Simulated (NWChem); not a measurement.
System: C$_{3}$H$_{6}$O$_{2}$; SMILES C(OC)C=O

NWChem input:

```
start job
memory heap 200 mb stack 900 mb global 1100 mb
geometry units angstroms noautosym nocenter noautoz
  C     -0.711165    -1.801086     0.151957
  O      0.493851    -1.208846    -0.301580
  C      0.736143     0.055385     0.270036
  C     -0.100550     1.159248    -0.370635
  O     -0.287656     2.242775     0.133034
  H     -0.692972    -1.962884     1.240898
  H     -0.800249    -2.766160    -0.352231
  H     -1.594029    -1.190020    -0.092676
  H      1.792445     0.290705     0.080914
  H      0.583235     0.068162     1.360767
  H     -0.502976     0.895494    -1.375638
end
basis spherical
  * library 6-31g*
end
dft
  xc b3lyp
  iterations 150
end
property
  shielding
end
task dft property
```

All runs use the structure optimised with B3LYP/6-31G* (spherical d). B3LYP is NWChem's, with the RPA form of VWN correlation.

GIAO values for the isolated, static molecule; σ is the absolute isotropic shielding, δ = σ(reference) − σ with the isolated reference molecule computed at the same levels (13C: tetramethylsilane, 1H: tetramethylsilane, 17O: water).

Atoms are numbered as in the input.

Give the results of this calculation. (B3LYP/6-31G* (spherical d), GIAO.) Quantities: δ C1 (ppm); δ O2 (ppm); δ C3 (ppm); δ C4 (ppm); δ O5 (ppm); δ H6 (rotor mean) (ppm); δ H9 (ppm).


```json
{
 "δ C1 (ppm)": "56.9",
 "δ O2 (ppm)": "-1.2",
 "δ C3 (ppm)": "75.0",
 "δ C4 (ppm)": "198.0",
 "δ O5 (ppm)": "643.4",
 "δ H6 (rotor mean) (ppm)": "3.32",
 "δ H9 (ppm)": "3.91"
}
```
